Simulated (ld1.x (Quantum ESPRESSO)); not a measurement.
## Mg (Z = 12): one change to an RRKJ potential, before and after

| Item | Value |
| --- | --- |
| Element | magnesium (Mg) |
| Generator | ld1.x (Quantum ESPRESSO) 7.5 |
| Type | norm-conserving RRKJ (Kleinman–Bylander form) |
| Functional | PBEsol |
| Relativity | scalar-relativistic |
| Frozen core | [Ne] |
| Valence charge | 2 |
| Reference configuration | 3s0.5 3p0 (charge +1.5) |
| Partial waves | 3p (bound, empty): rc 2.70 bohr; 3d channel at 0.1 Ry: rc 2.40 bohr; 3s (bound): rc 2.50 bohr |
| Local potential | the s channel |
| Core correction | a·sin(br)/r model core, default radius (core density twice the valence density) |
| rho0 | 0.02 |

All-electron outer shells of the reference configuration (PBEsol, scalar-relativistic, ld1.x):

| shell | level (eV) | outermost node (bohr) | outermost maximum (bohr) |
| --- | --- | --- | --- |
| 3s | -14.82 | 0.89 | 2.26 |
| 3p | -10.10 | 0.93 | 2.76 |

Change: wave 3s (bound): rc 2.50 bohr becomes 3s (bound): rc 2.76 bohr.

Cutoffs: the cutoffs (Ry, on a coarse ladder) from which the occupation-weighted sum of valence levels, in a spherical-Bessel basis at the reference potential, stays within 10 and 1 mRy of its value at 400 Ry; they do not see the model core or the augmentation charge, which bear on the density cutoff. Errors are all-electron minus pseudo energies relative to the spin-unpolarised reference configuration.

Question: Predict the effect on cutoff, ghosts and configuration errors.

Answer: Both files are so soft that the ladder of cutoffs tells neither apart; of the 6 tests that both files solve, the error grows in 2 and shrinks in 1 by more than 15 % and 0.3 meV (median size 15.9 → 15.8 meV); neither file shows a bound ghost.

| quantity | base | changed |
| --- | --- | --- |
| cutoff, loose | 6 Ry | 6 Ry |
| cutoff, tight | 8 Ry | 8 Ry |
| bound ghosts | none | none |
| error for 3s2 3p0, meV [ΔE -14.45 eV] | +31 | +28 |
| error for 3s1 3p0, meV [ΔE -6.53 eV] | +7.4 | +6.2 |
| error for 3s1.5 3p0, meV [ΔE -11.32 eV] | +20 | +17 |
| error for 3s0 3p1, meV [ΔE -2.22 eV] | -0.5 | -1.0 |
| error for 3s1 3p1, meV [ΔE -10.98 eV] | +26 | +28 |
| error for 3s0 3p2, meV [ΔE -7.33 eV] | +12 | +14 |
